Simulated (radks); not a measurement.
Problem. These are the eigenvalues of the occupied orbitals of an atom or ion with whole-number occupations (eV). All-electron calculation, scalar-relativistic Kohn-Sham, r2SCAN, spin-polarised, spherical densities, finite nucleus; meta-GGA in the generalised Kohn-Sham scheme; Fermi nuclear charge, rms radius of each element as measured or else 0.836 A^(1/3) + 0.57 fm. Program: a radial shooting solver on a logarithmic mesh with Libxc functionals.

orbital  eigenvalue
1s down   -23106.67
1s up     -23106.65
2s up     -3381.520
2s down   -3380.806
2p up     -3029.894
2p down   -3029.372
3s up     -627.1852
3s down   -627.0071
3p up     -510.6377
3p down   -510.3837
3d up     -324.8655
3d down   -324.3251
4s up     -106.9353
4s down   -104.1632
4p up      -74.0044
4p down    -71.0527
4d up      -27.0489
4d down    -24.1114

Which element is it, and in what charge state? The configuration may be excited. Open shells, if any, are filled with parallel spins first.

Solution. Z = 45, rhodium, charge +2: Rh2+ in [Kr] 4d7. The list shows which subshells hold electrons but not how many an open one holds; the 1s level, -849.15 hartree, gives Z - s = 41.2 by -(Z - s)^2/2, which with screening and relativity narrows Z to a few neighbours, and the depths of the outer levels then fix element, charge and occupations together.
